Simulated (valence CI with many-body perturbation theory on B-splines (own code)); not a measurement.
E1 line list for Re LXI

Level of theory: relativistic CI+MBPT: five valence electrons over a frozen Dirac-Fock core [Ne], radial functions for each j: 9 s, 9 p, 8 d, 6 f, 3 g, 1 h, with the one-electron correlation potential Σ1 (screened to all orders), the two-electron term Σ2, the three-electron term Σ3, Breit, model QED; selected single and double excitations, second order for the rest (own B-spline code, finite nucleus).

No measured spectrum was set against this ion. As an estimate, large intervals hold to a few tenths of a per cent, small ones and those within an open d or f shell to about a per cent. Among the levels kept, up to 600 cm⁻¹ of a level comes from second order outside the variational space, and about a tenth of that is noise between levels of different J, which matters for small intervals.

Lines 101 to 150 of 222 in falling wavelength, among levels below 974.21 eV, chosen from the strongest by gf and those to the six lowest levels. Wavelengths and rates use the calculated energies. Electric multipoles are in the length gauge, E1 and E2 with the static RPA response of the core. Weak lines are less certain than strong ones. Lines between different terms over intervals too small for the method are left out, as are lines whose strength nearly cancels. The highest levels of a list are the least certain.

Levels are named by their leading jj configuration (3d3/2^4 stands for four electrons in 3d with j = 3/2), which in mixed levels can hold well under half, so a name can repeat and another be missing. Letters in brackets count levels of one name in rising energy.

```csv
λ vac (nm),Upper,Lower,A (s⁻¹),S (a.u.)
4.954,(3s^2 3p1/2 3d3/2 3d5/2) J=1/2,(3s^2 3p1/2 3p3/2 3d5/2) J=3/2 [a],8.17e+09,9.80e-04
4.933,(3s^2 3p1/2 3d3/2 3d5/2) J=9/2,(3s^2 3p1/2 3p3/2 3d5/2) J=9/2,1.81e+10,1.07e-02
4.876,(3s^2 3p1/2 3d3/2^2) J=3/2,(3s^2 3p1/2 3p3/2 3d3/2) J=5/2 [b],5.44e+09,1.25e-03
4.830,(3s^2 3p1/2 3p3/2 3d3/2) J=1/2 [b],(3s^2 3p1/2 3p3/2^2) J=1/2,6.49e+08,7.22e-05
4.814,(3s^2 3p1/2 3p3/2 3d3/2) J=3/2 [b],(3s^2 3p1/2 3p3/2^2) J=1/2,1.18e+09,2.60e-04
4.789,(3s 3p1/2^2 3p3/2 3d3/2) J=3/2 [b],(3s 3p1/2^2 3p3/2^2) J=5/2,4.01e+09,8.69e-04
4.735,(3s^2 3p1/2 3p3/2 3d3/2) J=5/2 [b],(3s^2 3p1/2 3p3/2^2) J=5/2,3.17e+09,9.98e-04
4.713,(3s 3p1/2^2 3p3/2 3d5/2) J=7/2 [b],(3s^2 3p1/2 3p3/2 3d3/2) J=5/2 [b],2.18e+09,9.01e-04
4.538,(3s^2 3p1/2 3p3/2 3d3/2) J=3/2 [b],(3s^2 3p1/2 3p3/2^2) J=5/2,1.65e+09,3.05e-04
4.528,(3s^2 3p1/2 3p3/2 3d3/2) J=5/2 [b],(3s^2 3p1/2 3p3/2^2) J=3/2,7.61e+03,2.09e-09
4.361,(3s^2 3p1/2 3p3/2 3d3/2) J=1/2 [b],(3s^2 3p1/2 3p3/2^2) J=3/2,8.99e+09,7.36e-04
4.348,(3s^2 3p1/2 3p3/2 3d3/2) J=3/2 [b],(3s^2 3p1/2 3p3/2^2) J=3/2,1.03e+08,1.66e-05
4.322,(3s^2 3p1/2 3d3/2 3d5/2) J=5/2,(3s^2 3p1/2 3p3/2 3d3/2) J=3/2 [b],4.02e+09,9.62e-04
4.091,(3s^2 3p1/2 3p3/2 3d5/2) J=3/2 [a],(3s^2 3p1/2 3p3/2^2) J=1/2,1.98e+09,2.67e-04
4.084,(3s 3p1/2^2 3p3/2 3d5/2) J=5/2 [a],(3s 3p1/2^2 3p3/2^2) J=3/2,3.35e+09,6.75e-04
4.054,(3s^2 3p1/2 3p3/2 3d5/2) J=7/2 [a],(3s^2 3p1/2 3p3/2^2) J=5/2,1.08e+09,2.85e-04
4.002,(3s 3p1/2^2 3p3/2 3d5/2) J=3/2 [a],(3s 3p1/2^2 3p3/2^2) J=1/2,1.61e+10,2.04e-03
3.974,(3s 3p1/2^2 3p3/2 3d5/2) J=3/2 [a],(3s 3p1/2^2 3p3/2^2) J=3/2,4.64e+10,5.75e-03
3.918,(3s 3p1/2^2 3p3/2 3d5/2) J=5/2 [b],(3s^2 3p1/2 3p3/2 3d3/2) J=3/2 [a],1.00e+10,1.78e-03
3.891,(3s^2 3p1/2 3p3/2 3d5/2) J=3/2 [a],(3s^2 3p1/2 3p3/2^2) J=5/2,2.24e+10,2.60e-03
3.878,(3s^2 3p1/2 3d3/2^2) J=3/2,(3s 3p1/2^2 3p3/2^2) J=3/2,2.88e+10,3.32e-03
3.848,(3s^2 3p1/2 3p3/2 3d5/2) J=5/2 [a],(3s^2 3p1/2 3p3/2^2) J=5/2,1.05e+11,1.77e-02
3.823,(3s^2 3p1/2 3d3/2 3d5/2) J=7/2,(3s^2 3p1/2 3p3/2 3d3/2) J=7/2,5.76e+10,1.27e-02
3.774,(3s^2 3p1/2 3d3/2 3d5/2) J=5/2,(3s^2 3p1/2 3p3/2 3d3/2) J=7/2,2.04e+10,3.25e-03
3.750,(3s^2 3p1/2 3p3/2 3d5/2) J=3/2 [a],(3s^2 3p1/2 3p3/2^2) J=3/2,1.70e+11,1.77e-02
3.716,(3s^2 3p1/2^2 3d5/2) J=5/2,(3s^2 3p1/2^2 3p3/2) J=3/2,2.54e+11,3.86e-02
3.715,(3s 3p1/2^2 3p3/2 3d5/2) J=5/2 [a],(3s 3p1/2^2 3p3/2^2) J=5/2,1.85e+11,2.81e-02
3.710,(3s^2 3p1/2 3p3/2 3d5/2) J=5/2 [a],(3s^2 3p1/2 3p3/2^2) J=3/2,6.11e+10,9.24e-03
3.695,(3s 3p1/2^2 3p3/2 3d5/2) J=1/2,(3s 3p1/2^2 3p3/2^2) J=1/2,3.12e+11,1.55e-02
3.681,(3s^2 3p1/2 3d3/2 3d5/2) J=7/2,(3s^2 3p1/2 3p3/2 3d3/2) J=5/2 [a],2.29e+11,4.52e-02
3.677,(3s^2 3p1/2 3p3/2 3d5/2) J=3/2 [b],(3s^2 3p1/2 3p3/2^2) J=1/2,2.80e+11,2.75e-02
3.676,(3s^2 3p1/2 3d3/2 3d5/2) J=5/2,(3s^2 3p1/2 3p3/2 3d3/2) J=3/2 [a],1.75e+11,2.57e-02
3.671,(3s 3p1/2^2 3p3/2 3d5/2) J=1/2,(3s 3p1/2^2 3p3/2^2) J=3/2,2.62e+10,1.28e-03
3.660,(3s^2 3p1/2 3d3/2 3d5/2) J=9/2,(3s^2 3p1/2 3p3/2 3d3/2) J=7/2,2.99e+11,7.24e-02
3.636,(3s^2 3p1/2 3d3/2 3d5/2) J=5/2,(3s^2 3p1/2 3p3/2 3d3/2) J=5/2 [a],1.47e+11,2.09e-02
3.635,(3s^2 3p1/2 3p3/2 3d5/2) J=1/2,(3s^2 3p1/2 3p3/2^2) J=1/2,4.28e+11,2.03e-02
3.633,(3s 3p1/2^2 3p3/2 3d5/2) J=7/2 [a],(3s 3p1/2^2 3p3/2^2) J=5/2,3.00e+11,5.68e-02
3.625,(3s 3p1/2^2 3p3/2 3d5/2) J=3/2 [a],(3s 3p1/2^2 3p3/2^2) J=5/2,3.71e+10,3.49e-03
3.619,(3s^2 3p1/2 3p3/2 3d5/2) J=5/2 [b],(3s^2 3p1/2 3p3/2^2) J=5/2,1.27e+11,1.78e-02
3.617,(3s 3p1/2^2 3p3/2 3d5/2) J=3/2 [b],(3s 3p1/2^2 3p3/2^2) J=1/2,2.25e+11,2.10e-02
3.617,(3s 3p1/2^2 3p3/2 3d5/2) J=5/2 [b],(3s 3p1/2^2 3p3/2^2) J=3/2,4.56e+11,6.39e-02
3.605,(3s^2 3p1/2 3d3/2 3d5/2) J=3/2,(3s^2 3p1/2 3p3/2 3d3/2) J=3/2 [a],2.16e+11,2.00e-02
3.604,(3s^2 3p1/2 3p3/2 3d5/2) J=7/2 [b],(3s^2 3p1/2 3p3/2^2) J=5/2,5.10e+11,9.42e-02
3.602,(3s^2 3p1/2 3d3/2 3d5/2) J=3/2,(3s^2 3p1/2 3p3/2 3d3/2) J=1/2 [a],1.29e+11,1.19e-02
3.595,(3s 3p1/2^2 3p3/2 3d5/2) J=3/2 [b],(3s 3p1/2^2 3p3/2^2) J=3/2,3.55e+10,3.25e-03
3.581,(3s^2 3p1/2 3d3/2 3d5/2) J=1/2,(3s^2 3p1/2 3p3/2 3d3/2) J=3/2 [a],9.07e+10,4.11e-03
3.577,(3s^2 3p1/2 3d3/2 3d5/2) J=1/2,(3s^2 3p1/2 3p3/2 3d3/2) J=1/2 [a],3.26e+11,1.47e-02
3.567,(3s^2 3p1/2 3d3/2 3d5/2) J=3/2,(3s^2 3p1/2 3p3/2 3d3/2) J=5/2 [a],5.04e+10,4.52e-03
3.544,(3s^2 3p1/2 3d3/2^2) J=3/2,(3s 3p1/2^2 3p3/2^2) J=5/2,1.57e+10,1.38e-03
3.514,(3s^2 3p1/2 3p3/2 3d5/2) J=3/2 [b],(3s^2 3p1/2 3p3/2^2) J=5/2,6.83e+10,5.85e-03
```
